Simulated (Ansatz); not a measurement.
Consider the redistribution: `[I][Ga]([I])[I]` + `[NH2][GeH]1[O][AlH]1` → `[I][GaH][I]` + `[NH2][Ge]1([I])[O][AlH]1`.

Isolated molecules relaxed with PBE0-D4/def2-TZVP in Ansatz; ΔE leaves out vibrations. CCSD(T)/CBS is the MP2 limit (def2-TZVPP, def2-QZVPP) plus CCSD(T) − MP2 in def2-TZVPP, frozen cores. DFT in def2-TZVPP. HSE06 is defined as in plane-wave codes. def2 core potentials past Kr. For Ga, Ge, I outer-core shells are correlated without core-valence functions, which leaves a few kJ/mol of doubt a bond. Scalar relativity is left out up to krypton. Each species was taken in one conformer, which may not be the lowest.

| level | ΔE (kcal/mol) | difference from CCSD(T)/CBS |
| --- | --- | --- |
| LDA (SPW92) | 4.7 | -1.7 |
| revPBE-D4 | 4.6 | -1.8 |
| r2SCAN-D4 | 5.2 | -1.2 |
| BHLYP-D4 | 6.8 | 0.4 |
| PBE0 | 5.7 | -0.7 |
| r2SCANh | 5.5 | -0.9 |
| HSE06 | 5.6 | -0.8 |
| LC-ωPBE | 6.5 | 0.1 |
| RPA@PBE/def2-TZVPP | 7.3 | 0.9 |
| CCSD(T)/def2-SVP | 8.6 | 2.2 |
| MP2/def2-TZVPP | 7.4 | 1.0 |
| SCS-MP2/def2-TZVPP | 7.4 | 1.0 |
| HF/def2-QZVPP | 7.0 | 0.6 |
| HF/CBS(def2) | 6.9 | 0.5 |
| MP2/CBS(def2) | 6.6 | 0.2 |
| CCSD/CBS(def2) | 6.6 | 0.2 |
| CCSD(T)/CBS | 6.4 | 0 |

Largest T1 diagnostic among the species: 0.015.

At CCSD(T), def2-SVP lies +2.2 kcal/mol from the extrapolated value and def2-TZVPP +0.8 kcal/mol. Leaving LDA and LC-ωPBE aside and taking each functional with its dispersion term where it has one, the values spread over 2.2 kcal/mol, from revPBE-D4 to BHLYP-D4. From BLYP to BHLYP (50 % exact exchange), in def2-TZVPP and without D4, ΔE moves by +1.8 kcal/mol.
